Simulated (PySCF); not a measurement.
Compound: C₅H₇BCl₂.
SMILES with atom numbers: `[CH2:1]=[C:2]([CH3:3])/[CH:4]=[CH:5]/[B:6]([Cl:7])[Cl:8]` (hydrogens: H9, H10 on C1; H11, H12, H13 on C3; H14 on C4; H15 on C5)

Structure used (PBE0-D3(BJ)/def2-SVP), in Å, numbered top down from 1:
```xyz
15
C5H7BCl2 angstrom
C     -1.619   -1.539    0.698
C     -0.748   -0.602    0.276
C     -1.144    0.829    0.075
C      0.629   -1.002    0.006
C      1.627   -0.193   -0.421
B      3.053   -0.690   -0.684
Cl     4.291    0.428   -1.237
Cl     3.514   -2.375   -0.450
H     -2.662   -1.297    0.915
H     -1.306   -2.577    0.837
H     -0.975    1.143   -0.967
H     -2.204    0.987    0.313
H     -0.545    1.498    0.713
H      0.856   -2.062    0.171
H      1.415    0.868   -0.590
```

All values: wB97X-D/def2-SVPD (PySCF, non-relativistic), on one gas-phase PBE0-D3(BJ)/def2-SVP geometry that isn't relaxed in the solvent. The solvent is an IEF-PCM continuum (cavity from Bondi-type radii × 1.2), and excitations are vertical TDDFT with non-equilibrium linear response and a frozen core. The model holds no explicit solvent molecules, cavitation or dispersion.

Gas-phase singlets (H = HOMO, L = LUMO):

```csv
state,E (eV),λ (nm),f,leading configurations
S1,4.756,261,0.703,H→L 97%
S2,5.625,220,0.000,H-1→L 87%
S3,5.668,219,0.000,H-2→L 87%
S4,6.444,192,0.071,H-3→L 93%
S5,6.483,191,0.000,H-5→L 88%
```

Problem. What are the lowest 5 singlets in chloroform (ε = 4.711)?

Solution. 
| state | E (eV) | λ (nm) | f | leading configurations | change by rank (eV) |
| --- | --- | --- | --- | --- | --- |
| S1 | 4.489 | 276 | 0.814 | H→L 97% | -0.267 |
| S2 | 5.701 | 217 | 0.000 | H-3→L 75%, H-1→L 15% | +0.076 |
| S3 | 5.781 | 214 | 0.000 | H-1→L 76%, H-3→L 16% | +0.113 |
| S4 | 6.375 | 194 | 0.045 | H-2→L 92% | -0.069 |
| S5 | 6.439 | 193 | 0.000 | H-5→L 86% | -0.044 |

Problem. Give the list for dichloromethane (ε = 8.93), n² = 2.03.

Solution. 
| state | E (eV) | λ (nm) | f | leading configurations | change by rank (eV) |
| --- | --- | --- | --- | --- | --- |
| S1 | 4.484 | 277 | 0.809 | H→L 97% | -0.272 |
| S2 | 5.707 | 217 | 0.000 | H-3→L 77%, H-1→L 13% | +0.082 |
| S3 | 5.806 | 214 | 0.000 | H-1→L 78%, H-3→L 14% | +0.138 |
| S4 | 6.367 | 195 | 0.042 | H-2→L 93% | -0.077 |
| S5 | 6.432 | 193 | 0.000 | H-5→L 86% | -0.051 |

Problem. The ground-state energy changes by -0.112 eV from gas to dichloromethane. By how much does the total energy of gas-phase S1 change?

Solution. E(S1) = E(S0) + excitation energy, so it changes by -0.112 − 0.272 = -0.384 eV: it is lowered more than the ground state, which is what a red shift means. This is the vertical state, with the slow part of the continuum still set for S0.

Problem. How do the frontier levels move from gas to dichloromethane?

Solution. 
```tsv
orbital	gas (eV)	solvent (eV)	change (eV)	Löwdin shares, gas	Löwdin shares, solvent
LUMO+2	1.91	2.03	+0.12	C2 19 %, B6 19 %, C1 17 %, Cl8 9 %	B6 19 %, C2 18 %, C1 17 %, C5 10 %
LUMO+1	1.60	1.57	-0.03	B6 52 %, Cl8 12 %, Cl7 11 %, C4 5 %	B6 56 %, Cl8 14 %, Cl7 14 %
LUMO	-0.76	-0.69	+0.07	B6 21 %, C4 19 %, C5 15 %, C1 15 %	B6 22 %, C4 20 %, C5 14 %, C1 14 %
HOMO	-9.07	-8.90	+0.17	C1 25 %, C5 22 %, C2 19 %, C4 13 %	C1 26 %, C5 21 %, C2 20 %, C4 12 %
HOMO-1	-10.76	-10.91	-0.15	Cl7 53 %, Cl8 40 %	Cl7 52 %, Cl8 38 %
HOMO-2	-11.08	-11.03	+0.05	Cl8 40 %, Cl7 24 %, B6 14 %, C5 14 %	C4 23 %, C2 16 %, C5 16 %, C3 11 %
HOMO-3	-11.18	-11.14	+0.04	Cl8 34 %, C4 14 %, C2 11 %, C5 8 %	Cl8 38 %, Cl7 19 %, C5 16 %, B6 14 %
```

The HOMO–LUMO gap goes from 8.30 to 8.21 eV. Rows go by rank; for HOMO-3, HOMO-2 and HOMO-1 the atom shares or the degeneracy differ between the runs, so the row needn't follow one orbital.

Note: wB97X-D ran without an empirical dispersion term, which enters the total energy and its gradient alone.
